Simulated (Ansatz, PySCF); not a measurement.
This PySCF input computes a r2SCAN/def2-TZVPD energy:

```python
from pyscf import gto, scf, dft

mol = gto.M(
    atom='''
    C    -0.00000000   -0.00000000   -2.03845764
    C    -0.00000000   -0.00000000   -0.79131676
    C     0.00000000    0.00000000    0.56764548
    C     0.00000000    0.00000000    1.78765060
    H     0.00000000    0.00000000    2.84686993
    ''',
    basis='def2-tzvpd',
    charge=-1,
    spin=0,
    verbose=4,
)

mf = dft.RKS(mol, xc='r2scan').density_fit(auxbasis='def2-universal-jkfit')
mf.grids.level = 4
mf.conv_tol = 1e-9
mf.max_cycle = 100
mf.max_memory = 1500
mf.kernel()
if not mf.converged:
    mf = mf.newton()
    mf.kernel(mf.make_rdm1())
mf.analyze()
```

Question: Write an input for the same energy in Ansatz (a quantum-chemistry and plane-wave program) and say what it gives.

Answer: 
Ansatz 0.2 input:
```yaml
crystal:
  periodic: [false, false, false]
  atoms:
    - {symbol: C, position_ang: [-0.00000000, -0.00000000, -2.03845764]}
    - {symbol: C, position_ang: [-0.00000000, -0.00000000, -0.79131676]}
    - {symbol: C, position_ang: [0.00000000, 0.00000000, 0.56764548]}
    - {symbol: C, position_ang: [0.00000000, 0.00000000, 1.78765060]}
    - {symbol: H, position_ang: [0.00000000, 0.00000000, 2.84686993]}
basis:
  gaussian:
    orbitals: def2-TZVPD
hamiltonian:
  xc: {name: r2SCAN}
total_charge: -1
output: {forces: true}
```
It gives -152.85734 Eh, and PySCF -152.85734 Eh, a difference of 0.00 mEh.

It need not be the lowest isomer of its formula. Whether it binds its extra electron was not tested at this geometry.
